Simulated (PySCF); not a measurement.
# Tl(NH2)3(H2O) at several levels of theory

Computed with PySCF 2.14.0 (density fitting, no spin-orbit coupling) at the geometry relaxed with PBE0:

```xyz
13
Tl(NH2)3(H2O) (singlet; a saddle point, relaxed within its symmetry)
Tl    0.0751   -0.0751    0.5176
N     1.1330    1.5907    1.3155
H     2.1022    1.5225    0.9994
H     1.1707    1.5034    2.3326
N    -1.5907   -1.1330    1.3155
H    -1.5034   -1.1707    2.3326
H    -1.5225   -2.1022    0.9994
N     0.7725   -0.7725   -1.4461
H     0.6252   -1.7769   -1.5524
H     1.7769   -0.6252   -1.5524
O    -1.0657    1.0657   -1.4209
H    -1.6036    1.6036   -2.0052
H    -0.4644    0.4644   -1.9301
```

```
level                                                           basis    state  HOMO (eV)  gap (eV)  charge on Tl1 (e)  dipole about the centre of mass (D)  largest force component (eV/Å)
 PBE0      Tl def2-SVP with ECP60, N def2-SVP, H def2-SVP, O def2-SVP  singlet      -6.45      5.58               0.51                                 2.67                            0.01
 BP86                                                        the same  singlet      -5.14      3.36               0.34                                 2.44                            0.62
 PBE0  Tl def2-TZVP with ECP60, N def2-TZVP, H def2-TZVP, O def2-TZVP  singlet      -6.77      5.56               0.88                                 2.58                            0.26
```

Charges are Mulliken's, which hang on the basis. The relaxation used the grid (50, 194), these runs (75, 302) or, all-electron (x2c bases, spin-free X2C Hamiltonian), (99, 590).

**Question.** What does TPSS with Tl def2-SVP with ECP60, N def2-SVP, H def2-SVP, O def2-SVP give here?

**Answer.** state singlet, HOMO (eV) -5.12, gap (eV) 3.53, charge on Tl1 (e) 0.40, dipole about the centre of mass (D) 2.42, largest force component (eV/Å) 0.56. Time: 17 s on 2 threads of Arm Neoverse V1, with other jobs on the host, from an already converged density.

In the first row's basis the gap widens with exact exchange: 3.4 to 3.5 eV for BP86, TPSS (none); 5.6 eV for PBE0 (a fixed share).
